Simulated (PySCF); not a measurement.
Match the calculated data to a structure.

All candidates are C5H7FO.

| technique | computed result |
| --- | --- |
| UV, strongest line | among the 8 lowest singlet transitions: S4 at 7.47 eV (166 nm, f = 0.504) [TDDFT CAM-B3LYP/def2-SVPD] |
| Polarisability | 62.4 au [CAM-B3LYP/def2-SVPD] |
| Dipole | 1.50 D [CAM-B3LYP/def2-SVPD] |
| Rotational structure | rotational constants A, B, C: 5.079, 2.060, 1.860 GHz [GFN2-xTB] |
| Triplet | lowest triplet excitation (Tamm–Dancoff): 4.47 eV [TDA CAM-B3LYP/def2-SVPD] |
| UV, first state | lowest singlet excitation: 7.09 eV (175 nm, f = 0.000) [TDDFT CAM-B3LYP/def2-SVPD] |

Gas-phase values; electronic properties from PySCF, density fitting. Levels stand in brackets. One conformer (not necessarily the lowest) at the GFN2-xTB geometry, without solvent, vibrations or thermal averaging.

Question: Which candidate is it?
A. `F[C@H]1C=CCOC1`
B. `C=C[C@H](C)C(=O)F`
C. `C=CC1(F)COC1`

Answer: C. It is `C=CC1(F)COC1`. Numbering: `[CH2:1]=[CH:2][C:3]1([F:4])[CH2:5][O:6][CH2:7]1`. Its formula, C5H7FO, gives 2 degrees of unsaturation: 1 ring and 1 π bond in the structure found. The optimised geometry has point group Cs and is an asymmetric top.

The others, at the same levels:
- `C=C[C@H](C)C(=O)F` fails: its computed lowest singlet excitation is 5.88 eV (211 nm, f = 0.024) (against 7.09 eV), strongest line among the 8 lowest singlet transitions is S2 at 7.10 eV (175 nm, f = 0.184) (against S4 at 7.47 eV) and rotational constant A is 3.625 GHz (against 5.079 GHz).
- `F[C@H]1C=CCOC1` fails: its computed lowest singlet excitation is 6.70 eV (185 nm, f = 0.010) (against 7.09 eV), strongest line among the 8 lowest singlet transitions is S2 at 7.11 eV (174 nm, f = 0.210) (against S4 at 7.47 eV) and smallest rotational constant is 1.735 GHz (against 1.860 GHz).

Each candidate is one conformer, not necessarily the lowest. Dipoles, sizes and rotational constants follow the conformer. The torsions of the flexible species, by atom-mapped SMILES:
- `[CH2:1]=[CH:2][C:3]1([F:4])[CH2:5][O:6][CH2:7]1`: C1–C2–C3–F4 0°
- `[CH2:1]=[CH:2][C@H:3]([CH3:4])[C:5](=[O:6])[F:7]`: C1–C2–C3–C4 -124°, C2–C3–C5–O6 -115°

The conformers of `F[C@H]1C=CCOC1` aren't listed.
